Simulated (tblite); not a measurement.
C₄H₁₂AlNSi.
Atom-mapped SMILES: `[SiH3:1][NH:2][C@@H:3]1[CH2:4][CH2:5][CH2:6][AlH:7]1` (hydrogens: H8, H9, H10 on Si1; H11 on N2; H12 on C3; H13, H14 on C4; H15, H16 on C5; H17, H18 on C6; H19 on Al7)

Computed with GFN2-xTB (tblite), gas phase: L-BFGS steps from a force-field or distance-geometry start until the largest atomic force falls under 0.01 eV/Å.

Step 12: E = -554.2612 eV
```
atom  x, y, z in Å  |  force x, y, z in eV/Å
Si1     2.3828    0.2382   -0.1383   -0.017   0.070  -0.045
N2      1.5017   -0.5653    1.0882   -0.101  -0.038  -0.048
C3      0.0257   -0.5901    1.1471   -0.151   0.005   0.038
C4     -0.5636   -1.2328   -0.1362    0.090   0.019  -0.022
C5     -1.3989   -0.3311   -1.1107   -0.005  -0.017   0.046
C6     -1.7763    1.0999   -0.6322    0.000  -0.036   0.014
Al7    -0.7767    1.2542    1.0777    0.074   0.150   0.052
H8      1.6282    0.1878   -1.3930    0.062  -0.011   0.009
H9      2.5835    1.6741    0.1499    0.065   0.006  -0.024
H10     3.6290   -0.5216   -0.2463    0.024   0.108   0.038
H11     1.8848   -0.5056    2.0225    0.022  -0.076  -0.100
H12    -0.2003   -1.2756    1.9729   -0.081  -0.021   0.109
H13     0.2984   -1.6061   -0.6840   -0.012  -0.184  -0.129
H14    -1.1725   -2.1042    0.1253    0.025   0.174   0.083
H15    -0.8436   -0.2521   -2.0488   -0.020   0.005   0.082
H16    -2.3191   -0.8735   -1.3310    0.022  -0.034  -0.090
H17    -2.8653    1.1682   -0.5053    0.003  -0.030   0.010
H18    -1.5477    1.8187   -1.4276    0.025   0.001   0.040
H19    -0.4799    2.4262    2.0623   -0.026  -0.092  -0.065
```

Step 13: E = -554.2669 eV
```
atom  x, y, z in Å  |  force x, y, z in eV/Å
Si1     2.3846    0.2453   -0.1405   -0.045  -0.006   0.051
N2      1.5015   -0.5632    1.0843   -0.104   0.003  -0.056
C3      0.0246   -0.5885    1.1509   -0.110  -0.052   0.004
C4     -0.5650   -1.2317   -0.1338    0.059   0.010  -0.027
C5     -1.3995   -0.3301   -1.1098    0.002  -0.021   0.031
C6     -1.7777    1.1027   -0.6320   -0.001  -0.078  -0.020
Al7    -0.7789    1.2569    1.0798    0.059   0.012  -0.049
H8      1.6325    0.1901   -1.3937    0.042  -0.011  -0.027
H9      2.5879    1.6792    0.1462    0.063   0.034  -0.017
H10     3.6295   -0.5178   -0.2365    0.033   0.112   0.025
H11     1.8881   -0.5189    2.0182    0.030  -0.064  -0.118
H12    -0.1944   -1.2814    1.9752   -0.082   0.036   0.064
H13     0.2948   -1.6114   -0.6850   -0.066  -0.162  -0.067
H14    -1.1821   -2.0965    0.1317    0.060   0.164   0.075
H15    -0.8388   -0.2523   -2.0459   -0.054   0.015   0.100
H16    -2.3207   -0.8738   -1.3337    0.083   0.004  -0.076
H17    -2.8676    1.1664   -0.5069    0.019  -0.014   0.015
H18    -1.5501    1.8172   -1.4326    0.017   0.001   0.071
H19    -0.4783    2.4172    2.0566   -0.005   0.018   0.020
```

Step 14: E = -554.2724 eV
```
atom  x, y, z in Å  |  force x, y, z in eV/Å
Si1     2.3848    0.2509   -0.1416   -0.058  -0.056   0.111
N2      1.4987   -0.5618    1.0800   -0.077   0.039  -0.038
C3      0.0214   -0.5878    1.1539   -0.037  -0.077  -0.022
C4     -0.5646   -1.2303   -0.1327    0.010  -0.006  -0.023
C5     -1.3998   -0.3299   -1.1081    0.010  -0.017   0.005
C6     -1.7786    1.1033   -0.6317   -0.001  -0.082  -0.024
Al7    -0.7792    1.2598    1.0806    0.032  -0.106  -0.129
H8      1.6368    0.1914   -1.3948    0.025  -0.008  -0.054
H9      2.5928    1.6835    0.1431    0.054   0.050  -0.011
H10     3.6305   -0.5121   -0.2285    0.036   0.110   0.019
H11     1.8910   -0.5303    2.0124    0.025  -0.058  -0.129
H12    -0.1923   -1.2851    1.9785   -0.079   0.077   0.013
H13     0.2909   -1.6191   -0.6879   -0.102  -0.123  -0.003
H14    -1.1883   -2.0870    0.1384    0.052   0.106   0.070
H15    -0.8361   -0.2522   -2.0417   -0.051   0.027   0.075
H16    -2.3205   -0.8745   -1.3373    0.110   0.019  -0.054
H17    -2.8689    1.1644   -0.5076    0.025  -0.003   0.020
H18    -1.5511    1.8158   -1.4347    0.009  -0.002   0.085
H19    -0.4774    2.4103    2.0523    0.017   0.111   0.092
```

Step 15: E = -554.2787 eV
```
atom  x, y, z in Å  |  force x, y, z in eV/Å
Si1     2.3840    0.2571   -0.1414   -0.053  -0.074   0.125
N2      1.4937   -0.5596    1.0744   -0.021   0.060  -0.007
C3      0.0169   -0.5885    1.1564    0.049  -0.069  -0.036
C4     -0.5643   -1.2285   -0.1317   -0.048  -0.037  -0.011
C5     -1.3996   -0.3298   -1.1056    0.019  -0.009  -0.032
C6     -1.7798    1.1021   -0.6321   -0.003  -0.051  -0.006
Al7    -0.7789    1.2606    1.0790    0.008  -0.165  -0.157
H8      1.6425    0.1929   -1.3972    0.014  -0.005  -0.065
H9      2.5999    1.6897    0.1391    0.035   0.047  -0.006
H10     3.6324   -0.5029   -0.2182    0.033   0.105   0.016
H11     1.8952   -0.5455    2.0032    0.013  -0.054  -0.122
H12    -0.1912   -1.2880    1.9826   -0.076   0.105  -0.039
H13     0.2840   -1.6306   -0.6913   -0.119  -0.078   0.056
H14    -1.1953   -2.0734    0.1480    0.007   0.002   0.066
H15    -0.8334   -0.2513   -2.0351   -0.014   0.042   0.008
H16    -2.3180   -0.8749   -1.3426    0.102   0.010  -0.030
H17    -2.8699    1.1618   -0.5080    0.019   0.004   0.023
H18    -1.5521    1.8140   -1.4357    0.002  -0.003   0.084
H19    -0.4759    2.4040    2.0487    0.033   0.170   0.135
```

**Question.** Estimate the geometry and energy of step 16. (The exact step hangs on the optimiser's Hessian estimate; all steps are aligned on step 15, rigid shifts and turns removed.)

**Answer.** E = -554.2850 eV, largest force 0.205 eV/Å
```
atom  x, y, z in Å  |  force x, y, z in eV/Å
Si1     2.3827    0.2640   -0.1397   -0.024  -0.047   0.075
N2      1.4880   -0.5559    1.0681    0.039   0.051   0.025
C3      0.0135   -0.5904    1.1580    0.104  -0.030  -0.041
C4     -0.5660   -1.2269   -0.1300   -0.094  -0.072   0.008
C5     -1.3990   -0.3296   -1.1033    0.027  -0.003  -0.065
C6     -1.7817    1.0999   -0.6334   -0.007  -0.006   0.021
Al7    -0.7792    1.2577    1.0746    0.006  -0.119  -0.097
H8      1.6495    0.1950   -1.4011    0.015  -0.003  -0.049
H9      2.6086    1.6980    0.1342    0.008   0.023  -0.001
H10     3.6352   -0.4911   -0.2051    0.027   0.097   0.012
H11     1.9006   -0.5649    1.9913    0.004  -0.051  -0.091
H12    -0.1896   -1.2900    1.9859   -0.074   0.108  -0.069
H13     0.2735   -1.6442   -0.6929   -0.109  -0.049   0.091
H14    -1.2046   -2.0582    0.1602   -0.054  -0.110   0.062
H15    -0.8298   -0.2497   -2.0278    0.039   0.055  -0.075
H16    -2.3136   -0.8747   -1.3487    0.062  -0.019  -0.020
H17    -2.8711    1.1590   -0.5082    0.002   0.007   0.024
H18    -1.5538    1.8118   -1.4364   -0.002   0.006   0.070
H19    -0.4731    2.3995    2.0469    0.032   0.162   0.121
```

The energy changes by -0.0062 eV. The first-order estimate −F·Δx gives -0.0087 eV and the mean of the old and new forces, exact on a quadratic surface, -0.0063 eV. The step makes an angle of 69° with the force vector and moves no atom by more than 0.023 Å.

What follows is the cost of the whole relaxation. On one thread of an Arm Neoverse N1, on a shared host, this took 1.5 s of wall time.
